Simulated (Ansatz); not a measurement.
Basis sets compared for GaCl2(SiH3) (GaSiH₃Cl₂). Total charge 0; singlet. Geometry PBE-D4/def2-SVP. Ansatz on 4 threads of Arm Neoverse V1 on a shared host; times are rough, and most runs start from earlier orbitals.

```xyz
7

Ga   -0.1759    0.6856    1.0217
Cl    0.4922    2.7392    1.2055
Cl   -1.1958   -0.0451    2.7890
Si    0.1740   -0.6442   -0.9485
H     0.2640   -2.0931   -0.5646
H     1.4366   -0.2030   -1.6314
H    -0.9952   -0.4393   -1.8717
```

Binding counts from free atoms (Ga doublet, Cl doublet, Si triplet, H doublet) in the same basis, without a counterpoise term.

```csv
level,functions,energy (Eh),HOMO (eV),LUMO (eV),binding per atom (eV),wall time
HF/STO-3G,48,-3097.5359,-8.71,3.55,–,0.25 s
PBE-D4/def2-SVP,101,-3135.2175,-7.16,-2.66,2.86,0.9 s
PBE0-D4/def2-SVP,101,-3135.3669,-8.40,-1.97,2.84,1.4 s
```

Problem. Estimate the rows for HF/def2-TZVP, PBE-D4/def2-TZVP, PBE0-D4/def2-TZVP.

Solution. 
| level | functions | energy (Eh) | HOMO (eV) | LUMO (eV) | binding per atom (eV) | wall time |
| --- | --- | --- | --- | --- | --- | --- |
| HF/def2-TZVP | 177 | -3133.0907 | -11.09 | 0.78 | 2.19 | 1.6 s |
| PBE-D4/def2-TZVP | 177 | -3135.8868 | -7.28 | -2.84 | 2.85 | 1.4 s |
| PBE0-D4/def2-TZVP | 177 | -3136.0308 | -8.46 | -2.11 | 2.84 | 2.2 s |
